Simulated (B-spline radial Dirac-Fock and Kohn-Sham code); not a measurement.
**Binding energies of Cd¹⁰⁺ at several levels of theory**

System: cadmium as Cd¹⁰⁺, [Kr] 4d2.

The density-functional columns are spherical, spin-unpolarised Dirac-Kohn-Sham results without Breit or QED terms: −ε is minus the orbital energy of the initial state and ΔSCF the difference of two total energies. The reference in the last column comes from Dirac-Fock ΔSCF + Breit + QED. All numbers are from a radial B-spline solver, in eV; a selection of levels is shown. The Kohn-Sham columns are given as differences from the reference. For the 1s level of heavy atoms much of the gap between ΔSCF and the reference is the Breit and QED part, -84.1 eV here; for other levels the error of the functional can be larger.

```csv
level,LDA −ε − DF,LDA ΔSCF − DF,Dirac-Fock
1s,-252.6,+75.3,26931.3
2s,-111.8,-47.7,4247.0
2p1/2,-84.5,-6.6,3950.5
2p3/2,-86.8,-12.9,3760.7
3s,-57.8,-31.9,989.0
3p1/2,-46.8,-20.2,870.1
3p3/2,-46.3,-20.5,835.1
3d3/2,-28.4,-0.5,626.1
3d5/2,-28.6,-1.0,619.3
4s,-20.0,-7.0,309.0
4p1/2,-12.5,+0.2,264.5
4p3/2,-12.5,-0.2,257.4
4d,-9.9,+1.5,193.5
```

Values without a named source are computed, but for edge energies of neutral atoms, which are taken from tables.
